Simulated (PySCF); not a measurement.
3-methylideneoxolane (C5H8O), SMILES C=C1CCOC1. Atoms are numbered in the order given.

```xyz
14

C      2.1361    -0.4037    -0.0299
C      0.8230    -0.1818    -0.0725
C     -0.2877    -1.1829     0.1101
C     -1.4554    -0.2705     0.4744
O     -1.2412     0.8975    -0.2803
C      0.1421     1.1553    -0.2837
H      2.8564     0.4070    -0.1739
H      2.5401    -1.4037     0.1482
H     -0.0611    -1.9504     0.8637
H     -0.4944    -1.6916    -0.8474
H     -2.4438    -0.6751     0.2133
H     -1.4489    -0.0503     1.5623
H      0.4219     1.8581     0.5280
H      0.4110     1.6284    -1.2420
```
Charge 0, spin multiplicity 1.

Geometry: PBE0-D3(BJ)/def2-SVP. Other conformers were not sampled.

All values below come from PBE/pcSseg-1 in PySCF.

GIAO shieldings, no solvent; atoms listed in one row are averaged. δ = σ(ref) − σ: ¹³C against TMS (σ = 182.0 ppm); ¹⁷O against H2O (σ = 334.3 ppm); ¹H against TMS (σ = 31.49 ppm), references at their B3LYP-D3(BJ)/def2-TZVP geometries, non-relativistic.

| nucleus | atoms | count | δ (ppm) |
|---|---|---|---|
| ¹³C | C2 | 1 | 161.3 |
| ¹³C | C1 | 1 | 109.3 |
| ¹³C | C6 | 1 | 78.6 |
| ¹³C | C4 | 1 | 75.4 |
| ¹³C | C3 | 1 | 41.5 |
| ¹⁷O | O5 | 1 | 67.3 |
| ¹H | H8 | 1 | 5.67 |
| ¹H | H7 | 1 | 5.42 |
| ¹H | H14 | 1 | 4.92 |
| ¹H | H13 | 1 | 4.62 |
| ¹H | H11 | 1 | 4.33 |
| ¹H | H12 | 1 | 3.87 |
| ¹H | H10 | 1 | 2.94 |
| ¹H | H9 | 1 | 2.57 |
